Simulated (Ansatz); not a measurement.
Geometry optimisation, DFT PBE-D3(BJ), scalar-relativistic, plane waves, PAW in Ansatz 0.2.0.

The input (input.yaml):

```yaml
crystal:
  lattice:
    - [8.509562, 0.0, 0.0]
    - [0.0, 8.509562, 0.0]
    - [0.0, 0.0, 8.509562]
  atoms:
    - { symbol: Si, position: [0.1655658, 0.8167605, 0.6834375] }
    - { symbol: H, position: [0.2573349, 0.910869, 0.7978415] }
    - { symbol: H, position: [0.0724903, 0.696508, 0.7685408] }
    - { symbol: H, position: [0.0580457, 0.9215645, 0.5949965] }
    - { symbol: H, position: [0.2743921, 0.7381005, 0.5723714] }
    - { symbol: Si, position: [0.0703233, 0.0397628, 0.0505832] }
    - { symbol: H, position: [0.2189156, 0.1303677, 0.0417885] }
    - { symbol: H, position: [0.0232323, 0.0214636, 0.217358] }
    - { symbol: H, position: [-0.0547236, 0.1247096, -0.0360978] }
    - { symbol: H, position: [0.0938688, -0.1174895, -0.020716] }
    - { symbol: Si, position: [0.2772594, 0.304839, 0.391325] }
    - { symbol: H, position: [0.3970531, 0.3859513, 0.4884668] }
    - { symbol: H, position: [0.1635185, 0.2234969, 0.4953092] }
    - { symbol: H, position: [0.1930466, 0.4217713, 0.2933387] }
    - { symbol: H, position: [0.3554196, 0.1881366, 0.2881853] }
    - { symbol: C, position: [0.8459286, 0.323843, 0.1021812] }
    - { symbol: O, position: [0.9127768, 0.3032115, 0.2217246] }
    - { symbol: O, position: [0.7790805, 0.3444745, -0.0173622] }
    - { symbol: C, position: [0.4767285, 0.8840385, 0.1368891] }
    - { symbol: O, position: [0.4147628, 1.0062581, 0.1570779] }
    - { symbol: O, position: [0.5386942, 0.7618189, 0.1167002] }
    - { symbol: C, position: [0.7932561, 0.0460226, 0.416324] }
    - { symbol: O, position: [0.9233513, 0.0935435, 0.4149189] }
    - { symbol: O, position: [0.6631609, -0.0014983, 0.4177291] }
basis:
  ecutwfc: 420.0
kpoints:
  mp_grid: { grid: [1, 1, 1] }
hamiltonian:
  xc: pbe
  dispersion: d3bj
scf:
  occupations: { method: fermi_dirac, width: 0.05 }
  lower_state_search: "off"
relax:
  f_tol: 0.3
  max_steps: 15
  adjacent_minimum: "off"
```

Command:

```bash
$ ansatz run input.yaml --threads 1 --pin off --max-ram 3072MiB --backend cpu --events-out ev --progress --plain --runs-dir out
```

Where does it end, and by what steps?

The run converged. The threshold is loose, so the end isn't yet a minimum. The force dipped under the threshold on the way, but the program's further checks kept it going. Limits of this set-up: coarse k mesh. After 7 steps the energy has fallen by 1.253 eV; O23 moved furthest, 0.99 Å.

```tsv
step	energy less start (eV)	largest force component (eV/Å)	accepted
0	0.0000	1.474	yes
1	-0.5516	0.512	yes
2	-0.8484	0.610	yes
3	-1.0426	0.305	yes
4	-1.1538	0.255	yes
5	-1.2124	0.709	yes
6	-1.2530	0.176	yes
7	-1.2530	0.176	yes
```

```xyz
24
Lattice="8.5096 0.0000 0.0000 0.0000 8.5096 0.0000 0.0000 0.0000 8.5096" Properties=species:S:1:pos:R:3
Si 1.865 6.755 5.633
H 2.877 7.383 6.531
H 1.232 5.597 6.332
H 0.816 7.761 5.289
H 2.533 6.276 4.387
Si 0.370 0.317 0.418
H 1.402 1.315 0.017
H 0.286 0.231 1.906
H -0.958 0.731 -0.132
H 0.707 -1.029 -0.128
Si 2.532 2.743 3.491
H 3.658 3.423 4.197
H 1.651 2.071 4.489
H 1.747 3.752 2.723
H 3.087 1.726 2.552
C 6.659 3.408 0.573
O 7.202 3.320 1.608
O 6.118 3.496 -0.462
C 4.323 6.896 1.065
O 3.711 7.891 0.985
O 4.937 5.900 1.138
C 6.365 0.488 4.001
O 7.315 1.095 4.310
O 5.415 -0.123 3.689
```

The run took 28 s on 1 thread of Arm Neoverse V1, with other jobs on the host, peak memory 0.52 GiB.
